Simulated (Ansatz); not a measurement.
BCl2H2In: where a starting geometry ends

The starting geometry of this gas-phase singlet was optimised with GFN2-xTB.

```tsv
atom	x (Å)	y (Å)	z (Å)
B	0.5439	1.5023	1.0526
Cl	-0.9789	1.9062	0.4867
Cl	-1.6867	-1.5247	1.0834
In	-3.2231	0.1404	0.1668
H	0.7685	1.6068	2.1958
H	1.3577	1.1577	0.2866
```

Question: Where would you expect an optimisation with PBE0-D3(BJ)/def2-SVP to take it?

Answer: A new bond forms, giving a structure with Cl2 bridging B1 and In4, Cl3 bridging In4 and B1, given below by its coordinates. Distances that change by over a tenth: B1–Cl2 (1.67 → 1.94 Å), Cl3–In4 (2.44 → 2.72 Å). Contacts that close: B1–Cl3 (3.76 → 1.94 Å).

The energy falls by 1.05 eV over 14 steps:

| step | E − E(last) (eV) |
| --- | --- |
| 1 | 1.052 |
| 2 | 0.841 |
| 4 | 0.710 |
| 5 | 0.623 |
| 7 | 0.420 |
| 8 | 0.294 |
| 10 | 0.013 |
| 11 | 0.002 |
| 13 | 0.000 |
| 14 | 0.000 |

Final geometry (Å):

```xyz
6

B     0.1826    0.9305    1.0758
Cl   -1.0977    2.2116    0.3715
Cl   -0.7713   -0.7592    1.1783
In   -3.0556    0.3322    0.1833
H     0.4592    1.2665    2.2000
H     1.0643    0.8070    0.2631
```

The end wasn't checked by frequencies. Atoms past krypton carry core potentials, without spin–orbit terms. Run with Ansatz 0.2.0, 2 min on 1 thread of AMD EPYC (Zen 3), with other jobs on the host.
